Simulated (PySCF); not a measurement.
ZnFBr, SMILES [F][Zn][Br].

Geometry optimised at B3LYP-D3(BJ)/def2-TZVP.

The numbers are results of B3LYP-D3(BJ)/def2-TZVP (PySCF), not measurements.

Frequencies are harmonic and unscaled.

Modes within 1.5 cm⁻¹ of each other (mostly degenerate sets) share a row, with their intensities summed.

Task: List the normal modes with their intensities. (The exact figures need the calculation; the answer reports its results.)

Result: 
```tsv
mode	ν (cm⁻¹)	IR (km/mol)	moving atoms (share of kinetic energy)
1–2	122	41.1	F 48 %, Zn 45 %
3	295	4.7	Br 51 %, Zn 32 %, F 17 %
4	674	88.2	F 71 %, Zn 28 %
```
